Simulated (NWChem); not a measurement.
Molecule: CH3CdF; SMILES [CH3][Cd][F]

```xyz
6

Cd    -0.4818     0.2048     0.0002
F     -0.0523     2.0935     0.0003
C     -0.9437    -1.8244     0.0002
H     -0.0220    -2.4194    -0.0650
H     -1.5845    -2.0642    -0.8599
H     -1.4744    -2.0893     0.9255
```
Atoms are numbered in this order, from 1.

The geometry was optimised at PBE0/def2-SVP. No frequency run checked for a minimum. def2 effective core potentials on Cd; no spin-orbit coupling.

Question: List the 4 lowest vertical singlet excitations from PBE0/def2-SVPD with def2 effective core potentials on Cd, TDA (NWChem).

Answer: 
```tsv
state	energy (eV)	oscillator strength	leading excitation (squared amplitude)
S1	6.99	0.002	HOMO−1 → LUMO (0.93)
S2	6.99	0.002	HOMO−2 → LUMO (0.93)
S3	7.06	0.413	HOMO → LUMO (0.88)
S4	7.25	0.139	HOMO → LUMO+1 (0.92)
```
